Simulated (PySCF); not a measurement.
The second ionisation energy along group 11

Calculated with PySCF 2.14 from differences of total energies of unrestricted determinants, without spin-orbit coupling. Values in eV. The last column holds reference values (NIST; (s) semi-empirical, (t) theoretical, else measured). Unmarked ones compare directly (S terms, centres of terms, or small fine structure); those marked * lie between the lowest fine-structure levels and include a spin-orbit shift.

```
                                                                              element                  configurations  SCS-MP2 (valence and next inner shell)  CCSD(T) (valence and next inner shell)  MP2 (valence)  SCS-MP2 (valence)  CCSD(T) (valence)     LDA         reference
Cu (x2c-TZVPPall with one added diffuse shell each of s, p, d, f type, spin-free X2C)            [Ar] 3d10 → [Ar] 3d9                                  20.889                                  20.170         20.812             20.369             20.015  21.581          20.292 *
Ag (x2c-TZVPPall with one added diffuse shell each of s, p, d, f type, spin-free X2C)            [Kr] 4d10 → [Kr] 4d9                                  21.564                                  21.429         21.793             21.567             21.503  22.328          21.484 *
Au (x2c-TZVPPall with one added diffuse shell each of s, p, d, f type, spin-free X2C)  [Xe] 4f14 5d10 → [Xe] 4f14 5d9                                  20.657                                  20.575         20.830             20.658             20.596  21.448  20.203 ± 0.025 *
```

"Valence" correlates the outer s and p shells and, in groups 3 to 12 and the f block, the outer d or f shell, open or full, or the next shell where the ion has no valence electron left; the wider scheme adds the next inner shell.
